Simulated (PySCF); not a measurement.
## Bonding in `CCCOC(=O)[SiH2]F`

C4H9FO2Si.
SMILES with atom numbers: `[CH3:1][CH2:2][CH2:3][O:4][C:5](=[O:6])[SiH2:7][F:8]` (hydrogens: H9, H10, H11 on C1; H12, H13 on C2; H14, H15 on C3; H16, H17 on Si7)

Structure used (GFN2-xTB), in Å, numbered top down from 1:
```xyz
17
C4H9FO2Si angstrom
C     -2.057    0.947    0.584
C     -1.735   -0.132   -0.441
C     -0.722   -1.141    0.094
O      0.532   -0.518    0.388
C      1.402   -0.355   -0.609
O      1.198   -0.702   -1.747
Si     3.001    0.475    0.054
F      3.913   -0.714    0.640
H     -1.151    1.470    0.881
H     -2.754    1.670    0.167
H     -2.506    0.507    1.472
H     -2.642   -0.675   -0.713
H     -1.329    0.321   -1.348
H     -0.554   -1.934   -0.642
H     -1.058   -1.572    1.040
H      3.770    1.056   -1.031
H      2.686    1.309    1.201
```

Bond orders from the PBE0/pcSseg-1 density (PySCF). The structure is a single GFN2-xTB conformer in the gas phase; no vibrational or solvent corrections.

Problem. Where do the orders between heavy atoms depart from those drawn in the SMILES?

Solution. The largest departure is 0.200, at C5–Si7 (drawn single, 0.800). Drawn single, order below 0.88: C3–O4 (0.823) and C5–Si7 (0.800).

Problem. Set the Mayer orders of the bonds beside their lengths.

Solution. 
```csv
bond,drawn as,length (Å),Mayer order
C1–C2,single,1.524,1.044
C2–C3,single,1.527,1.041
C3–O4,single,1.431,0.823
O4–C5,single,1.333,1.082
C5–O6,double,1.206,1.885
C5–Si7,single,1.920,0.800
Si7–F8,single,1.610,0.938
C1–H9,single,1.088,0.965
C1–H10,single,1.087,0.970
C1–H11,single,1.088,0.967
C2–H12,single,1.091,0.950
C2–H13,single,1.092,0.946
C3–H14,single,1.095,0.947
C3–H15,single,1.092,0.953
Si7–H16,single,1.451,0.914
Si7–H17,single,1.452,0.905
```

Bonds between the same two heavy elements. C–C: all 2 within 0.02 of one another (1.041 to 1.044). C–O: lowest C3–O4 (0.823, 1.431 Å), highest C5–O6 (1.885, 1.206 Å).

Problem. Sum the orders of all bonds at each heavy atom with more than one neighbour and set the sums beside the valence in the SMILES.

Solution. C1 3.946 (drawn 4), C2 3.981 (drawn 4), C3 3.764 (drawn 4), O4 1.905 (drawn 2), C5 3.767 (drawn 4), Si7 3.557 (drawn 4). Orders between atoms that aren't bonded are not in these sums.

For a closed shell the Mayer order of atoms A and B is Σ (PS)μν (PS)νμ over the basis functions μ on A and ν on B, with P the density and S the overlap matrix.
